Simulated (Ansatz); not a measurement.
Si2Au4⁻, relaxed as a doublet with UKS r2SCAN-D4/def2-SVPD in Ansatz, starting from the GFN2-xTB geometry. Force threshold 0.02 eV/Å.

In the def2 sets Au takes a core potential; there is no spin–orbit coupling. The structure comes from a short search, and lower isomers may exist.

Start:

```xyz
6

Au   -1.260    2.829   -0.803
Au   -0.610   -1.288   -1.175
Au   -0.843   -3.492   -2.467
Au    2.251   -0.255    2.545
Si   -0.286    0.766    0.015
Si    0.746    1.440    1.885
```

(1) Estimate the energy that the relaxation releases and the steps that it takes.

(2) Does the start keep its bonding?

(3) Predict the relaxed structure.

## Answers

(1) 0.52 eV, in 16 steps; 3.3 min on 4 threads of Arm Neoverse V1 on a shared host. The force fell under the threshold at step 13, but the optimiser went on. No frequencies were taken in this run, so the end may be a saddle point.

(2) Bonds formed: Au4–Si5 (atoms count from 1). The end is the same structure that another start reached, the lowest one found.

(3) 
Cartesian coordinates in Å:
```
Au -0.223 2.453 -0.918
Au -0.614 -1.315 -0.978
Au -1.074 -3.435 -2.409
Au 2.074 0.726 1.337
Si -0.209 0.507 0.358
Si 0.046 1.064 2.611
```
Bond lengths (bridged metal pairs left out): 4 × Au–Si 2.30 to 2.49 Å; 1 × Au–Au 2.60 Å; 1 × Si–Si 2.33 Å.
